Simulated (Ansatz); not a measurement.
Ansatz (a first-principles code) input:
A basis named .json is the Basis Set Exchange file of that set.

Ansatz 0.2 input:
```yaml
crystal:
  periodic: [false, false, false]
  atoms:
    - {symbol: N, position_ang: [1.33646583, -0.06862296, -0.31455935]}
    - {symbol: B, position_ang: [-0.04558683, 0.03017924, -0.01270173]}
    - {symbol: O, position_ang: [-0.63724416, 1.26075135, -0.04032539]}
    - {symbol: O, position_ang: [-0.76620662, -1.09547714, 0.31671083]}
    - {symbol: H, position_ang: [1.86570631, 0.72368703, -0.63495451]}
    - {symbol: H, position_ang: [1.89550476, -0.81041559, 0.07369553]}
    - {symbol: H, position_ang: [-1.66093144, -0.90600052, 0.61559961]}
basis:
  gaussian:
    orbitals: cc-pwCVTZ.json
magnetization: {spin_polarized: true, initial_magnetization: 1}
correlation: {method: ccsd_t, frozen_orbitals: {B: 0, H: 0, N: 0, O: 0}}
```

Question: Which total energy does the run end on?

Answer: -231.80582 Eh (CCSD(T,full)/cc-pwCVTZ).

It need not be the lowest isomer of its formula.
